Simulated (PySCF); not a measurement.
C4H7ClSi, SMILES ClC1C[C@H]([SiH3])C=1.

Coordinates come from a B3LYP-D3(BJ)/def2-SVP optimisation. The structure was generated by enumeration; whether it is a known compound was not checked.

All values below come from SMD-M06-2X/6-31G* (PySCF).

Solvation free energies are E(SMD) − E(gas) at the gas-phase geometry, for 1 M in both phases. In vacuum the dipole moment is 1.51 D.

Estimate the solvation free energies in water, toluene, ethylethanoate. (The exact figures need the calculation; the answer reports its results.)


| solvent | ΔG(solv) (kcal/mol) | its non-electrostatic (CDS) part | dipole (D) |
|---|---|---|---|
| water | 0.7 | 3.4 | 2.08 |
| toluene | -4.2 | -2.9 | 1.78 |
| ethylethanoate | -4.1 | -2.0 | 1.95 |
